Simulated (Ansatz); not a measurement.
Consider the formal exchange of groups at a C–C bond: `CC[SiH2]C=S` + SiH₄ → `[SiH3]C[SiH2]C=S` + CH₄.

Calculated with Ansatz (gas phase, PBE0-D4/def2-TZVP geometries, no zero-point term in ΔE). CCSD(T)/CBS is the MP2 limit (def2-TZVPP, def2-QZVPP) plus CCSD(T) − MP2 in def2-TZVPP, frozen cores. This one scheme is used for every species. DFT in def2-TZVPP. Each species was taken in one conformer, which may not be the lowest.

`CC[SiH2]C=S`:

```xyz
13

C     0.736   -0.364   -1.527
C    -0.460   -0.735   -0.653
Si   -0.231   -0.334    1.155
C    -0.248    1.525    1.479
S    -0.676    2.631    0.387
H     0.563   -0.639   -2.571
H     1.645   -0.873   -1.198
H     0.927    0.710   -1.498
H    -1.360   -0.217   -0.998
H    -0.674   -1.807   -0.727
H     1.065   -0.858    1.674
H    -1.320   -0.908    1.997
H     0.033    1.869    2.481
```

SiH₄:

Z-matrix (Å, degrees):
```
Si
H 1 1.485
H 1 1.485 2 109.5
H 1 1.485 2 109.5 3 -120.0
H 1 1.485 2 109.5 3 120.0
```

`[SiH3]C[SiH2]C=S`:

```xyz
13

Si   -0.544    0.719   -1.700
C     0.607    0.860   -0.228
Si   -0.042    0.049    1.313
C     0.229   -1.815    1.244
S     1.077   -2.564    0.096
H     0.151    1.099   -2.959
H    -1.060   -0.668   -1.840
H    -1.705    1.629   -1.507
H     1.563    0.386   -0.475
H     0.799    1.919   -0.031
H    -1.504    0.278    1.494
H     0.640    0.530    2.549
H    -0.211   -2.421    2.043
```

CH₄:

Z-matrix (Å, degrees):
```
C
H 1 1.090
H 1 1.090 2 109.5
H 1 1.090 2 109.5 3 -120.0
H 1 1.090 2 109.5 3 120.0
```

CCSD(T)/CBS gives -62.4 kJ/mol.

Q: Another level gave -60.9 kJ/mol. Which?
A. BHLYP/def2-TZVPP
B. HF/def2-TZVPP
C. revPBE-D4/def2-TZVPP
D. B97M-V/def2-TZVPP

A: C. revPBE-D4 -60.9, BHLYP -56.5, B97M-V -65.1, HF/def2-TZVPP -52.4 kJ/mol.

Largest T1 diagnostic among the species: 0.014.

Leaving LDA and LC-ωPBE aside and taking each functional with its dispersion term where it has one, the values, not all of them listed here, spread over 6.3 kJ/mol, from r2SCAN-D4 to ωB97X-V. The D4 term adds −5.1 kJ/mol with B3LYP and −2.8 kJ/mol with PBE0; it sums over pairs of atoms, weighted by their polarisabilities, and B3LYP, whose exchange is more repulsive, gets the larger term.

CCSD(T)/CBS has its own doubt, a few kJ/mol and more with outer-core shells, so smaller differences from it don't rank the levels.

B3LYP here is the variant with VWN-RPA as its local correlation; programs differ in this.
